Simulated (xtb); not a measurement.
H₃SbTe₃, SMILES [TeH][Sb]([TeH])[TeH]. All values are semi-empirical tight-binding results from xtb (GFN2-xTB unless named), good for trends rather than for accurate numbers. The structure is a stationary point at GFN2-xTB. The structure was generated by enumeration; whether it is a known compound was not checked.

Optimised geometry:

```xyz
7

Sb     0.1778     0.0513     0.9960
Te    -2.2639    -0.6780     0.0111
H     -2.4267    -1.6838     1.2996
Te     0.2922     2.3240    -0.5501
H      1.8006     2.5882     0.0427
Te     1.7501    -1.6944    -0.4677
H      3.0773    -1.0033     0.2108
```

For metal compounds this method's bond lengths and energies can be far off.

orbital gap: 3.25 eV
zero-point energy: 12.0 kcal/mol
G − E(el) at 298.15 K (modified RRHO): -13.6 kcal/mol

Computed atomic charges and the Wiberg bond orders between heavy atoms:
charges (e) Sb1 0.17, Te2 -0.03, H3 -0.04, Te4 -0.03, H5 -0.03, Te6 -0.02, H7 -0.02. Bond orders Sb1–Te2 1.05, Sb1–Te4 1.06, Sb1–Te6 1.06.
